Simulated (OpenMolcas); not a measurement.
**Multiconfigurational calculation on Zr+**

Input:

```
&GATEWAY
Coord
1

Zr 0.0 0.0 0.0
Basis=ANO-R1
Group=XYZ
NoMove
AngMom=0.0 0.0 0.0
AMFI
&SEWARD
* reference wave functions (RASSCF and RASSI steps not shown): 3 electrons in 5 orbitals (4d)
>>> COPY JOB001 $Project.JobIph
&CASPT2
XMultistate=10 1 2 3 4 5 6 7 8 9 10
Frozen=8 6
IPEA=0.1
Imaginary=0.1
MaxIter=60
WThr=0.0 0.3 0.05
PrWF=0.5
NoMix
>>> COPY JOB002 $Project.JobIph
&CASPT2
XMultistate=40 1 2 3 4 5 6 7 8 9 10 11 12 13 14 15 16 17 18 19 20 21 22
23 24 25 26 27 28 29 30 31 32 33 34 35 36 37 38 39 40
Frozen=8 6
IPEA=0.1
Imaginary=0.1
MaxIter=60
WThr=0.0 0.3 0.05
PrWF=0.5
NoMix
```

Launched by
```bash
OMP_NUM_THREADS=1 MOLCAS_MEM=2252 MOLCAS_PROJECT=a pymolcas a.inp > a.log  # once for each step of the input, in one work folder
```

Output, cut to the results:

```
--- CASPT2 ---
Orbital specifications:
      -----------------------

      Symmetry species                           1   2
                                                ag  au
      Frozen orbitals                            8   6
      Inactive orbitals                          1   3
      Active orbitals                            5   0
      Secondary orbitals                         7  10
      Deleted orbitals                           0   0
      Number of basis functions                 21  19
Type of calculation                        XMS-CASPT2
      Fock operator                              state-average
      IPEA shift                                 0.10
      Real shift                                 0.00
      Imaginary shift                            0.10
      The input orbitals will be transformed to quasi-canonical
      The input states will be rotated to diagonalize the Fock operator
Reference energy:       -3596.0074539702
      E2 (Non-variational):      -0.1183751672
      Shift correction:          -0.0002911902
      E2 (Variational):          -0.1186663574
      Total energy:           -3596.1261203276
      Residual norm:              0.0000009643
      Reference weight:           0.95742
      Contributions to the CASPT2 correlation energy
      Active & Virtual Only:         -0.0125760776
      One Inactive Excited:          -0.0564029849
      Two Inactive Excited:          -0.0493961046
Reference energy:       -3596.0074539702
      E2 (Non-variational):      -0.1200908020
      Shift correction:          -0.0003088340
      E2 (Variational):          -0.1203996360
      Total energy:           -3596.1278536063
      Residual norm:              0.0000001842
      Reference weight:           0.95612
      Contributions to the CASPT2 correlation energy
      Active & Virtual Only:         -0.0135178265
      One Inactive Excited:          -0.0567379453
      Two Inactive Excited:          -0.0498350302
::    XMS-CASPT2 Root  1     Total energy:  -3596.12758017
::    XMS-CASPT2 Root  2     Total energy:  -3596.12747025
::    XMS-CASPT2 Root  3     Total energy:  -3596.12678889
::    XMS-CASPT2 Root  4     Total energy:  -3596.12671281
::    XMS-CASPT2 Root  5     Total energy:  -3596.12634936
::    XMS-CASPT2 Root  6     Total energy:  -3596.12550805
::    XMS-CASPT2 Root  7     Total energy:  -3596.12490902
::    XMS-CASPT2 Root  8     Total energy:  -3596.09449966
::    XMS-CASPT2 Root  9     Total energy:  -3596.09340261
::    XMS-CASPT2 Root 10     Total energy:  -3596.09239602
--- CASPT2 ---
Orbital specifications:
      -----------------------

      Symmetry species                           1   2
                                                ag  au
      Frozen orbitals                            8   6
      Inactive orbitals                          1   3
      Active orbitals                            5   0
      Secondary orbitals                         7  10
      Deleted orbitals                           0   0
      Number of basis functions                 21  19
Type of calculation                        XMS-CASPT2
      Fock operator                              state-average
      IPEA shift                                 0.10
      Real shift                                 0.00
      Imaginary shift                            0.10
      The input orbitals will be transformed to quasi-canonical
      The input states will be rotated to diagonalize the Fock operator
Reference energy:       -3595.9661539521
      E2 (Non-variational):      -0.1285042000
      Shift correction:          -0.0005910403
      E2 (Variational):          -0.1290952403
      Total energy:           -3596.0952491924
      Residual norm:              0.0000006229
      Reference weight:           0.94171
      Contributions to the CASPT2 correlation energy
      Active & Virtual Only:         -0.0210942826
      One Inactive Excited:          -0.0552467348
      Two Inactive Excited:          -0.0521631827
Reference energy:       -3595.9661539521
      E2 (Non-variational):      -0.1256917527
      Shift correction:          -0.0006091161
      E2 (Variational):          -0.1263008688
      Total energy:           -3596.0924548210
      Residual norm:              0.0000001837
      Reference weight:           0.94707
      Contributions to the CASPT2 correlation energy
      Active & Virtual Only:         -0.0184645239
      One Inactive Excited:          -0.0564690863
      Two Inactive Excited:          -0.0507581425
::    XMS-CASPT2 Root  1     Total energy:  -3596.09129487
::    XMS-CASPT2 Root  2     Total energy:  -3596.09095074
::    XMS-CASPT2 Root  3     Total energy:  -3596.09063055
::    XMS-CASPT2 Root  4     Total energy:  -3596.09059010
::    XMS-CASPT2 Root  5     Total energy:  -3596.09030144
::    XMS-CASPT2 Root  6     Total energy:  -3596.08999910
::    XMS-CASPT2 Root  7     Total energy:  -3596.08973977
::    XMS-CASPT2 Root  8     Total energy:  -3596.08947051
::    XMS-CASPT2 Root  9     Total energy:  -3596.08895012
::    XMS-CASPT2 Root 10     Total energy:  -3596.08608518
::    XMS-CASPT2 Root 11     Total energy:  -3596.08574103
::    XMS-CASPT2 Root 12     Total energy:  -3596.08518740
::    XMS-CASPT2 Root 13     Total energy:  -3596.08048512
::    XMS-CASPT2 Root 14     Total energy:  -3596.07982962
::    XMS-CASPT2 Root 15     Total energy:  -3596.07976318
::    XMS-CASPT2 Root 16     Total energy:  -3596.07957731
::    XMS-CASPT2 Root 17     Total energy:  -3596.07908709
::    XMS-CASPT2 Root 18     Total energy:  -3596.07598002
::    XMS-CASPT2 Root 19     Total energy:  -3596.07587908
::    XMS-CASPT2 Root 20     Total energy:  -3596.07574632
::    XMS-CASPT2 Root 21     Total energy:  -3596.07559239
::    XMS-CASPT2 Root 22     Total energy:  -3596.07537816
::    XMS-CASPT2 Root 23     Total energy:  -3596.07516136
::    XMS-CASPT2 Root 24     Total energy:  -3596.07514544
...
```

In XMS-CASPT2 the single-state energies belong to rotated reference states; over a whole degenerate manifold the rotation is arbitrary, and only the multistate roots count.

Levels above the lowest, from the spin-orbit matrix with the multistate effective Hamiltonian, averaged by term, added to it:

| Configuration | Term | J | E (cm⁻¹) | g | Term weight % | Second |
| --- | --- | --- | --- | --- | --- | --- |
| 4d³ | ⁴F | 3/2 | 0.0 | 0.400 | 100 |  |
| 4d³ | ⁴F | 5/2 | 314 | 1.029 | 100 |  |
| 4d³ | ⁴F | 7/2 | 727 | 1.238 | 100 |  |
| 4d³ | ⁴F | 9/2 | 1218 | 1.333 | 100 |  |
| 4d³ | ⁴P | 1/2 | 7600 | 2.572 | 95 | 5 ²P |
| 4d³ | ⁴P | 3/2 | 7620 | 1.683 | 88 | 10 ²P |
| 4d³ | ⁴P | 5/2 | 8120 | 1.598 | 99 |  |
| 4d³ | ²G | 7/2 | 8450 | 0.889 | 100 |  |
| 4d³ | ²G | 9/2 | 8850 | 1.106 | 96 | 3 ²H |
| 4d³ | ²P | 1/2 | 9580 | 0.764 | 95 | 5 ⁴P |
| 4d³ | ²P | 3/2 | 9670 | 1.245 | 64 | 25 ²D(1) |
| 4d³ | ²D(1) | 3/2 | 11110 | 0.940 | 73 | 25 ²P |
| 4d³ | ²D(1) | 5/2 | 11260 | 1.203 | 99 |  |
| 4d³ | ²H | 9/2 | 11890 | 0.916 | 97 | 3 ²G |
| 4d³ | ²H | 11/2 | 12160 | 1.091 | 100 |  |
| 4d³ | ²F | 7/2 | 18520 | 1.143 | 100 |  |
| 4d³ | ²F | 5/2 | 18680 | 0.858 | 100 |  |
| 4d³ | ²D(2) | 5/2 | 27730 | 1.200 | 100 |  |
| 4d³ | ²D(2) | 3/2 | 27960 | 0.800 | 100 |  |

CASPT2 breaks the degeneracy within a term, and the mean is taken; among the terms shown or strongly mixed into the levels shown the widest spread is 590 cm-1 (4d³ ⁴F). Configurations with an s electron lie low at this charge and mix in, so terms can be misplaced. The free ion's ground configuration, as NIST lists it, lies outside this active space, so the lowest level here need not be the ground level. Only configurations of the active space appear.

The CASPT2 steps took 2.8 s on 1 thread of Intel(R) Xeon(R) 6975P-C (Granite Rapids) (shared host); the integral step is not counted.

The term weight is that of the spin-free term in the level, not the purity of its configuration. A number in round brackets counts repeated terms of one configuration in the order of the reference energies.
